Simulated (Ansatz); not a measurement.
Gas-phase electronic energies from Ansatz, PBE0-D4/def2-TZVP geometries. CCSD(T)/CBS is the MP2 limit (def2-TZVPP, def2-QZVPP) plus CCSD(T) − MP2 in def2-TZVPP, frozen cores. This one scheme is used for every species. Functionals use def2-TZVPP. HSE06 is defined as in plane-wave codes. For Ge outer-core shells are correlated without core-valence functions, which leaves a few kJ/mol of doubt a bond. Scalar relativity is left out up to krypton. One conformer a species, not always the lowest.

`NC[S][GeH3]` + CH₃OH → `C[O][GeH3]` + `NCS`  (ligand exchange at a Ge–S bond)

Question: Is it downhill or uphill in electronic energy at CCSD(T)/CBS, and by how much? (Estimate.)

Answer: Computed: Uphill: ΔE = +34.6 kJ/mol.

Question: What do these levels give: PBE-D4, r2SCAN0-D4, HSE06-D4, ωB97M-V, BHLYP, RPA@PBE/def2-TZVPP, HF/def2-SVP, CCSD/def2-SVP, MP2/def2-TZVPP, CCSD(T)/def2-TZVPP, MP2/CBS(def2), CCSD/CBS(def2)? (Best estimate.)

Answer: Ansatz gave: PBE-D4 40.0, r2SCAN0-D4 37.6, HSE06-D4 41.5, ωB97M-V 34.3, BHLYP 26.6, RPA@PBE/def2-TZVPP 26.6, HF/def2-SVP 27.1, CCSD/def2-SVP 29.0, MP2/def2-TZVPP 34.5, CCSD(T)/def2-TZVPP 31.3, MP2/CBS(def2) 37.8, CCSD/CBS(def2) 32.8 kJ/mol.

Largest T1 diagnostic among the species: 0.011.

The D4 term adds +6.1 kJ/mol with B3LYP and +3.3 kJ/mol with PBE0; it sums over pairs of atoms, weighted by their polarisabilities, and B3LYP, whose exchange is more repulsive, gets the larger term. Leaving LDA and LC-ωPBE aside and taking each functional with its dispersion term where it has one, the values, not all of them listed here, spread over 14.1 kJ/mol, from CAM-B3LYP-D4 to HSE06-D4. LDA lies +3.4 kJ/mol from PBE without D4. At CCSD(T), def2-SVP lies −4.7 kJ/mol from the extrapolated value and def2-TZVPP −3.3 kJ/mol.

B3LYP here is the variant with VWN-RPA as its local correlation; programs differ in this.
